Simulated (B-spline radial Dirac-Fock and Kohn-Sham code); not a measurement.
Relativistic shifts of the levels of Tc¹²⁺

System: the Tc¹²⁺ ion in the configuration [Ar] 3d10 4s2 4p1.

Both columns are ΔSCF binding energies of the configuration average from an atomic code on a B-spline grid: non-relativistic Hartree-Fock with a point nucleus, and Dirac-Fock with a finite nucleus and the Coulomb interaction alone, averaged over the two j levels with weights 2j+1.

| shell | Hartree-Fock (eV) | Dirac-Fock (eV) | shift (eV) | shift (%) |
| --- | --- | --- | --- | --- |
| 1s | 20831.6 | 21377.8 | +546.13 | +2.62 |
| 2s | 3194.1 | 3324.3 | +130.18 | +4.08 |
| 2p | 2956.2 | 2991.8 | +35.60 | +1.20 |
| 3s | 781.1 | 807.2 | +26.07 | +3.34 |
| 3p | 686.9 | 694.6 | +7.62 | +1.11 |
| 3d | 517.2 | 513.6 | -3.61 | -0.70 |
| 4s | 283.8 | 289.7 | +5.92 | +2.08 |
| 4p | 257.3 | 259.0 | +1.76 | +0.68 |

Relativity binds 1s, 2s, 2p, 3s, 3p, 4s, 4p more strongly, among those listed most of all 2s in relative terms, and 3d more weakly, because the contracted s and p shells screen the nucleus better.

Values without a named source are computed, but for edge energies of neutral atoms, which are taken from tables.
